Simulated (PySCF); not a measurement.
Cl2Te, singlet, geometry from GFN2-xTB (core potentials on Te). Base run: PySCF with PBE/def2-SVP.

The PySCF input:
```python
from pyscf import gto, scf, dft, solvent

mol = gto.Mole()
mol.atom = '''
    Te    0.01895166   -0.01532053    0.61408441
    Cl    1.07835709    1.35677843   -0.94009723
    Cl   -1.13632687   -1.30991564   -0.93827862
'''
mol.basis = 'def2-svp'
mol.ecp = {'Te': 'def2-svp'}
mol.verbose = 4
mol.build()

mf = dft.RKS(mol)
mf.xc = 'pbe'
mf.kernel()
mf.analyze()
```

The base run was repeated with changes; each row names its change, and settings that it needs were set with it.

```json
[
 {"change": "base", "ΔE vs base (kJ/mol)": "0.00", "dipole (D)": "1.98", "HOMO-LUMO gap (eV)": "1.87"},
 {"change": "model = IEF-PCM; solvent = 2-propanol", "ΔE vs base (kJ/mol)": "-11.11", "dipole (D)": "2.65", "HOMO-LUMO gap (eV)": "1.99"},
 {"change": "model = IEF-PCM; solvent = dichloromethane; lebedev_order = 41", "ΔE vs base (kJ/mol)": "-9.94", "dipole (D)": "2.58", "HOMO-LUMO gap (eV)": "1.97"},
 {"change": "model = IEF-PCM; solvent = dichloromethane; r_probe = 0.5", "ΔE vs base (kJ/mol)": "…", "dipole (D)": "…", "HOMO-LUMO gap (eV)": "…"},
 {"change": "model = IEF-PCM; solvent = dichloromethane; vdw_scale = 1.4", "ΔE vs base (kJ/mol)": "…", "dipole (D)": "…", "HOMO-LUMO gap (eV)": "…"},
 {"change": "model = IEF-PCM; solvent = dichloromethane; vdw_scale = 1.1", "ΔE vs base (kJ/mol)": "-14.84", "dipole (D)": "2.76", "HOMO-LUMO gap (eV)": "2.01"},
 {"change": "model = ddCOSMO; solvent = dichloromethane", "ΔE vs base (kJ/mol)": "…", "dipole (D)": "…", "HOMO-LUMO gap (eV)": "…"},
 {"change": "model = IEF-PCM; solvent = methanol", "ΔE vs base (kJ/mol)": "-11.55", "dipole (D)": "2.68", "HOMO-LUMO gap (eV)": "1.99"},
 {"change": "model = SS(V)PE; solvent = dichloromethane", "ΔE vs base (kJ/mol)": "-9.92", "dipole (D)": "2.58", "HOMO-LUMO gap (eV)": "1.97"},
 {"change": "model = IEF-PCM; solvent = n-hexane", "ΔE vs base (kJ/mol)": "-4.00", "dipole (D)": "2.22", "HOMO-LUMO gap (eV)": "1.91"},
 {"change": "model = IEF-PCM; solvent = dichloromethane; lebedev_order = 11", "ΔE vs base (kJ/mol)": "-9.87", "dipole (D)": "2.57", "HOMO-LUMO gap (eV)": "1.97"},
 {"change": "model = IEF-PCM; solvent = dichloromethane", "ΔE vs base (kJ/mol)": "-9.94", "dipole (D)": "2.58", "HOMO-LUMO gap (eV)": "1.97"}
]
```

Task: Fill in the missing entries.

Result: 
- model = IEF-PCM; solvent = dichloromethane; r_probe = 0.5, ΔE vs base (kJ/mol): -4.52
- model = IEF-PCM; solvent = dichloromethane; r_probe = 0.5, dipole (D): 2.31
- model = IEF-PCM; solvent = dichloromethane; r_probe = 0.5, HOMO-LUMO gap (eV): 1.92
- model = IEF-PCM; solvent = dichloromethane; vdw_scale = 1.4, ΔE vs base (kJ/mol): -5.20
- model = IEF-PCM; solvent = dichloromethane; vdw_scale = 1.4, dipole (D): 2.35
- model = IEF-PCM; solvent = dichloromethane; vdw_scale = 1.4, HOMO-LUMO gap (eV): 1.93
- model = ddCOSMO; solvent = dichloromethane, ΔE vs base (kJ/mol): -10.60
- model = ddCOSMO; solvent = dichloromethane, dipole (D): 2.62
- model = ddCOSMO; solvent = dichloromethane, HOMO-LUMO gap (eV): 1.98

The base is the gas phase, so ΔE is the electrostatic part of solvation at a fixed geometry, without cavity and dispersion terms.
